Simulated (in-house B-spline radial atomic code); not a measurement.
A radial electron density 4πr²n(r) was computed for an atom or ion in its tabulated ground configuration with an all-electron radial atomic-structure program (B-spline basis); method: Dirac-Kohn-Sham CAM-B3LYP, spherical fractional occupations, exact exchange averaged over the configuration. Columns: r (bohr), 4πr²n(r) (electrons per bohr), bar.

```
 0.00236    1.163 #
 0.00289    1.675 ##
 0.00355     2.41 ###
 0.00436    3.436 ####
 0.00535     4.84 #####
 0.00656    6.722 #######
 0.00805    9.199 ##########
 0.00988    12.35 ##############
  0.0121    16.14 ##################
  0.0149    20.64 #######################
  0.0183    25.38 ############################
  0.0224    29.82 #################################
  0.0275     33.4 #####################################
  0.0338    35.29 #######################################
  0.0414    34.99 ######################################
  0.0509    32.71 ####################################
  0.0624    29.76 #################################
  0.0766    28.06 ###############################
   0.094     29.4 ################################
   0.115     33.7 #####################################
   0.142    38.71 ###########################################
   0.174    40.01 ############################################
   0.213    35.49 #######################################
   0.262    26.77 #############################
   0.321    19.54 #####################
   0.394    17.77 ####################
   0.484    20.48 #######################
   0.594    22.59 #########################
   0.729    20.55 #######################
   0.894    15.19 #################
     1.1    9.366 ##########
    1.35    5.222 ######
    1.65    2.891 ###
    2.03    1.638 ##
    2.49   0.9663 #
    3.06   0.5527 #
    3.75   0.2899 
     4.6   0.1287 
    5.65  0.04455 
    6.93  0.01124 
    8.51  0.00187 
    10.4 0.0001992
```

**Question.** Which atom or ion is it?
A. Co
B. Cu+
C. Ni
D. Cu

**Answer.** D. The area under the curve, ∫4πr²n dr = ∫r·4πr²n d(ln r) on this logarithmic grid, is 29 electrons, which only this option has. The configuration is [Ar] 3d10 4s1.
